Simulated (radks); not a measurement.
These are the eigenvalues of the occupied orbitals of an atom or ion with whole-number occupations (Ry). All-electron calculation, scalar-relativistic Kohn-Sham, LDA (Slater exchange, VWN5 correlation), spin-polarised, spherical densities, finite nucleus; Fermi nuclear charge, rms radius of each element as measured or else 0.836 A^(1/3) + 0.57 fm. Program: a radial shooting solver on a logarithmic mesh with Libxc functionals.

orbital  eigenvalue
1s        -1947.125
2s        -289.1446
2p        -259.6252
3s        -53.85381
3p        -44.16821
3d        -28.95865
4s         -7.77936
4p         -4.92398
4d         -0.87487
5s         -0.43765

Which element is it, and in what charge state? The configuration may be excited. Open shells, if any, are filled with parallel spins first.

Answer. Z = 48, cadmium, charge 0: Cd in [Kr] 4d10 5s2. The list shows which subshells hold electrons but not how many an open one holds; the 1s level, -973.56 hartree, gives Z - s = 44.1 by -(Z - s)^2/2, which with screening and relativity narrows Z to a few neighbours, and the depths of the outer levels then fix element, charge and occupations together.
